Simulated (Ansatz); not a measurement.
System: CHBrF2, charge 0, singlet. CHBrF2 (bromo(difluoro)methane, SMILES FC(F)Br).
B3LYP-D3(BJ)/def2-TZVP minimum from Ansatz (an electronic-structure program):
```
C
F 1 1.3409
F 1 1.3409 2 108.47
H 1 1.0874 2 110.34 3 120.98
Br 1 1.9572 4 108.23 3 120.07
```
Charge 0, spin multiplicity 1.

Hartree-Fock and CCSD(T) correlation energies in hartree (Ansatz). Open shells are spin-unrestricted; no spin-orbit coupling. Correlated methods leave the cores frozen (noble-gas shells, and filled d and f shells in the p block). No relativity. Spin-orbit terms, left out, reach several kcal/mol for Br and I, and more for heavier atoms.

| basis | X | E(HF) | E(corr, CCSD(T)) |
|---|---|---|---|
| cc-pVTZ | 3 | -2809.86966 | -0.87419 |
| cc-pVQZ | 4 | -2809.89186 | -0.94984 |
| cc-pV5Z | 5 | -2809.89733 | withheld |

Fit E(corr) = E∞ + A/X³ to X = 3 and 4, predict X = 5, and compare with the run.

A = (-0.87419 - (-0.94984))/(1/27 - 1/64) = 3.5331; E∞ = -0.94984 - A/64 = -1.00504; at X = 5, E∞ + A/125 = -0.97678. The run gave -0.97716, 0.38 mEh below the prediction. The same form on X = 4 and 5 gives E∞ = -1.00582, 0.78 mEh below the first estimate.
